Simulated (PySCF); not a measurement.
Record of a relaxation.

Species: H7PSiSn.
Bonds: Si1–Sn2, Sn2–P3. Hydrogens: H4, H5, H6 on Si1; H7, H8 on Sn2; H9, H10 on P3.

Computed by this run: PySCF 2.14.0, PBE0-D3(BJ)/def2-SVP geometry optimisation, gas phase, def2 core potentials past Kr; density fitting, grid level 1; the optimiser is geomeTRIC in internal coordinates, started from a GFN2-xTB structure with every atom displaced at random (about 0.01 Å). The frame can shift and turn from step to step; on so coarse a grid that alone can change the energy by a few meV, and forces under 0.02 eV/Å are noise.

Step 0: E = -23099.2590 eV, largest atomic force 1.544 eV/Å
```
atom  x, y, z in Å  |  force x, y, z in eV/Å
Si1     1.897    0.743    0.051   -0.982   0.342  -0.188
Sn2    -0.203   -0.683   -0.222   -0.180  -0.522   0.026
P3     -2.502    0.367   -0.347    0.686   1.131  -0.796
H4      3.077   -0.094    0.041    0.717  -0.524   0.010
H5      1.921    1.696   -1.079    0.123   0.203  -0.216
H6      1.787    1.500    1.305    0.090   0.243   0.429
H7     -0.225   -1.989    0.888    0.005   0.054   0.312
H8     -0.093   -1.577   -1.662    0.073  -0.009  -0.444
H9     -3.146   -0.787    0.020   -0.556  -1.265   0.250
H10    -2.462    0.801    0.983    0.024   0.347   0.616
```

Step 1: E = -23099.4175 eV, largest atomic force 0.469 eV/Å
```
atom  x, y, z in Å  |  force x, y, z in eV/Å
Si1     1.814    0.758    0.050   -0.106   0.059  -0.033
Sn2    -0.206   -0.789   -0.248   -0.031  -0.453  -0.118
P3     -2.422    0.426   -0.346    0.021  -0.040   0.094
H4      3.057   -0.064    0.055    0.089  -0.021   0.019
H5      1.866    1.732   -1.078    0.022   0.016  -0.054
H6      1.710    1.527    1.322    0.012  -0.003   0.085
H7     -0.226   -2.063    0.925   -0.006   0.210   0.034
H8     -0.074   -1.656   -1.741    0.001   0.184   0.059
H9     -3.120   -0.767    0.028   -0.032   0.048  -0.048
H10    -2.347    0.876    1.012    0.031  -0.001  -0.038
```

Step 2: E = -23099.4331 eV, largest atomic force 0.172 eV/Å
```
atom  x, y, z in Å  |  force x, y, z in eV/Å
Si1     1.806    0.753    0.050   -0.064   0.045  -0.017
Sn2    -0.206   -0.812   -0.257    0.001  -0.163  -0.056
P3     -2.409    0.423   -0.347    0.019   0.021   0.032
H4      3.062   -0.055    0.065    0.018   0.011   0.012
H5      1.860    1.729   -1.081    0.015  -0.009   0.000
H6      1.690    1.517    1.329    0.010  -0.020   0.015
H7     -0.229   -2.044    0.940   -0.002   0.049   0.094
H8     -0.070   -1.649   -1.750    0.012   0.052  -0.053
H9     -3.139   -0.752    0.018   -0.016   0.016  -0.018
H10    -2.314    0.868    1.010    0.007  -0.002  -0.008
```

Step 3: E = -23099.4423 eV, largest atomic force 0.063 eV/Å
```
atom  x, y, z in Å  |  force x, y, z in eV/Å
Si1     1.785    0.747    0.052    0.007   0.011   0.000
Sn2    -0.202   -0.850   -0.273    0.005  -0.019   0.004
P3     -2.379    0.432   -0.350    0.018   0.054  -0.028
H4      3.062   -0.034    0.086   -0.022   0.019   0.002
H5      1.844    1.725   -1.077    0.001  -0.007   0.022
H6      1.646    1.497    1.339   -0.005  -0.011  -0.020
H7     -0.232   -2.032    0.973    0.004  -0.008   0.004
H8     -0.057   -1.655   -1.781    0.001  -0.019  -0.003
H9     -3.157   -0.714    0.002   -0.003  -0.012   0.006
H10    -2.260    0.864    1.008   -0.006  -0.007   0.013
```

Step 4: E = -23099.4435 eV, largest atomic force 0.036 eV/Å
```
atom  x, y, z in Å  |  force x, y, z in eV/Å
Si1     1.778    0.745    0.055    0.008  -0.003  -0.002
Sn2    -0.199   -0.862   -0.277    0.002   0.013   0.006
P3     -2.365    0.441   -0.354    0.013   0.030  -0.015
H4      3.060   -0.024    0.094   -0.004   0.007   0.002
H5      1.836    1.725   -1.071   -0.003   0.003   0.008
H6      1.627    1.491    1.341   -0.009   0.000  -0.004
H7     -0.233   -2.036    0.976    0.001  -0.016  -0.003
H8     -0.053   -1.667   -1.785   -0.003  -0.023   0.004
H9     -3.156   -0.698   -0.007   -0.003  -0.005  -0.001
H10    -2.244    0.865    1.006   -0.003  -0.006   0.004
```

Step 5: E = -23099.4447 eV, largest atomic force 0.029 eV/Å
```
atom  x, y, z in Å  |  force x, y, z in eV/Å
Si1     1.768    0.742    0.062    0.007  -0.012  -0.002
Sn2    -0.195   -0.880   -0.280    0.004   0.028   0.006
P3     -2.341    0.459   -0.365    0.003  -0.009   0.009
H4      3.060   -0.008    0.110    0.011  -0.003   0.003
H5      1.823    1.728   -1.059   -0.007   0.006  -0.004
H6      1.596    1.482    1.348   -0.008   0.006   0.010
H7     -0.238   -2.049    0.978   -0.004  -0.007  -0.010
H8     -0.048   -1.691   -1.785   -0.004  -0.015   0.009
H9     -3.154   -0.669   -0.029   -0.001   0.006  -0.012
H10    -2.220    0.867    1.001   -0.001   0.000  -0.008
```

Step 6: E = -23099.4451 eV, largest atomic force under 0.02 eV/Å
```
atom  x, y, z in Å  |  force x, y, z in eV/Å
Si1     1.765    0.740    0.068    0.005  -0.009   0.000
Sn2    -0.193   -0.886   -0.280    0.004   0.019  -0.001
P3     -2.328    0.467   -0.374    0.000  -0.017   0.011
H4      3.063    0.000    0.121    0.009  -0.003   0.003
H5      1.816    1.729   -1.051   -0.005   0.003  -0.005
H6      1.581    1.478    1.354   -0.004   0.004   0.009
H7     -0.244   -2.057    0.977   -0.006  -0.001  -0.003
H8     -0.045   -1.705   -1.781   -0.003  -0.005   0.007
H9     -3.154   -0.654   -0.049    0.000   0.006  -0.012
H10    -2.212    0.867    0.995   -0.001   0.002  -0.009
```

Question: Summarise the path.

Answer: The energy falls by 0.1861 eV from step 0 to step 6; nine tenths of that is first reached at step 2. It falls at every step. The largest force goes from 1.544 to under 0.02 eV/Å. Among the bonds P3–H9 changes most, from 1.372 to 1.431 Å; the atoms move by 0.173 Å rms after alignment.

The cost below is that of the whole optimisation. Time: 23 s of wall time; peak memory 0.40 GiB. Hardware: one thread, Arm Neoverse V2 (aarch64) (shared host).
